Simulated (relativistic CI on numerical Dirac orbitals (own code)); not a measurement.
**Cu³⁺ in a cubic cluster: L2,3 absorption with charge transfer**

Computed with a charge-transfer multiplet model of a cubic metal-ligand cluster with up to 2 ligand holes, Slater and spin-orbit integrals from Dirac-Coulomb-Breit ions, Slater integrals scaled by 0.8. The ground state mixes d8 with configurations of k ligand holes L, whose averages lie at kΔ + k(k − 1)U_dd/2; a core hole lowers each added d electron by U_cd. 300 K, Lorentzian 0.4 eV and Gaussian 0.3 eV FWHM.

Atomic integrals in eV (Slater integrals scaled, ζ unscaled), ground: F2dd 11.066, F4dd 6.905, zeta_d 0.110; with the core hole: F2dd 11.066, F4dd 6.905, zeta_d 0.138, zeta_core 13.377, F2cd 7.060, G1cd 5.412, G3cd 3.079.

Cluster parameters (eV): Δ = 2.4, U_dd = 6.6, U_cd = 8.3, 10Dq = 1.85, 10Dq(ligand) = 1.3, final-state hopping factor = 0.8.

| Case | n_d | d8 | d9L | d10L2 | S |
| --- | --- | --- | --- | --- | --- |
| V(eg) = 0.45 eV, V(t2g) = -0.23 eV | 8.02 | 0.98 | 0.02 | 0.00 | 1.00 |
| V(eg) = 1.05 eV, V(t2g) = -0.54 eV | 8.10 | 0.90 | 0.10 | 0.00 | 1.00 |
| V(eg) = 1.35 eV, V(t2g) = -0.69 eV | 8.15 | 0.85 | 0.14 | 0.00 | 1.00 |
| V(eg) = 1.95 eV, V(t2g) = -1 eV | 8.24 | 0.77 | 0.22 | 0.01 | 1.00 |
| V(eg) = 2.25 eV, V(t2g) = -1.15 eV | 8.28 | 0.73 | 0.26 | 0.01 | 1.00 |

Weights, n_d and S are thermal averages at 300 K. Photon energies count from the first peak over 30 % of the highest in each spectrum, which can be another peak from case to case. The parameters are a model scan and need not match a compound or its usual spin state. Peaks in eV (height, largest 100):
- V(eg) = 0.45 eV, V(t2g) = -0.23 eV: 0.0 (100), 1.6 (11), 2.6 (19), 20.2 (25), 21.4 (21), 22.1 (10)
- V(eg) = 1.05 eV, V(t2g) = -0.54 eV: 0.0 (100), 1.5 (14), 3.3 (12), 20.1 (25), 21.1 (21), 22.7 (7)
- V(eg) = 1.35 eV, V(t2g) = -0.69 eV: 0.0 (100), 1.4 (14), 3.0 (7), 3.7 (9), 20.2 (25), 21.1 (21)
- V(eg) = 1.95 eV, V(t2g) = -1 eV: 0.0 (100), 1.4 (16), 3.7 (5), 4.6 (7), 20.2 (25), 21.0 (22)
- V(eg) = 2.25 eV, V(t2g) = -1.15 eV: 0.0 (100), 1.3 (16), 5.0 (6), 20.2 (25), 21.0 (23)

For the case V(eg) = 1.35 eV, V(t2g) = -0.69 eV, Δ = 2.4 eV is smaller than U_dd = 6.6 eV, the charge-transfer side of the Zaanen-Sawatzky-Allen scheme. With the core hole the configuration with one ligand hole lies at Δ + U_dd − U_cd = 0.7 eV above the one without, against Δ in the ground state. The added d electron screens the hole, so the order of the configurations is kept and charge-transfer satellites are weaker than in photoemission.
